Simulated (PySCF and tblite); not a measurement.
Values are calculated unless marked as measured or tabulated.
System: C3H7BFN, numbered as in [CH2:1]=[CH:2][B:3]([F:4])[NH:5][CH3:6].

For the rotation about the B3–C2 bond (torsion F4–B3–C2–C1 from 0° to 179°, rising): electronic barrier 4.44 kcal/mol, zero-point change -0.20 kcal/mol, thermal and entropy terms at 250 K a further 0.28 kcal/mol (symmetry numbers apart). The minimum is Cs, the saddle C1. The path came from a restrained scan, a climbing-image band and a saddle search at GFN2-xTB; energies are PBE0/pcSseg-1 + D3(BJ)//GFN2-xTB, thermal terms GFN2-xTB. Rate constants are transition-state-theory values, counting equivalent paths, without tunnelling. Programs: tblite and PySCF.

Task: How many equivalent paths lead out of the minimum?

Result: 2: the symmetry number of the minimum is 1, that of the saddle displaced along its mode 1, and the displaced saddle is chiral while the minimum is not, which doubles the count.

Task: Work out the rate at 250 K.

Result: ΔG‡ = 4.52 kcal/mol; k_B T/h = 5.2×10¹² s⁻¹; exp(−ΔG‡/RT) = 0.00011; times 2 gives k = 1.2×10⁹ s⁻¹. Wigner's tunnelling factor for the 84i cm⁻¹ mode would be 1.01.
